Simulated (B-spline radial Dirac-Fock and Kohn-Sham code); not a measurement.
## X-ray form factors of samarium in several charge states

Model: Dirac-Fock orbitals of the configuration average with a finite nucleus. Program: a B-spline atomic structure program.

Configurations: Sm³⁹⁺ [Ar] 3d5; Sm⁴⁰⁺ [Ar] 3d4; Sm⁴¹⁺ [Ar] 3d3. The first column is f₀ of Sm³⁹⁺, the others are differences from it.

```
s (Å⁻¹)   Sm³⁹⁺  Δ Sm⁴⁰⁺  Δ Sm⁴¹⁺
      0  23.000   -1.000   -2.000
    0.1  22.936   -0.995   -1.991
    0.2  22.747   -0.981   -1.963
    0.3  22.436   -0.958   -1.918
    0.4  22.011   -0.927   -1.857
    0.5  21.482   -0.889   -1.781
    0.7  20.158   -0.794   -1.595
    0.9  18.575   -0.683   -1.376
    1.1  16.852   -0.566   -1.144
    1.4  14.248   -0.398   -0.809
```

Values without a named source are computed, but for edge energies of neutral atoms, which are taken from tables.
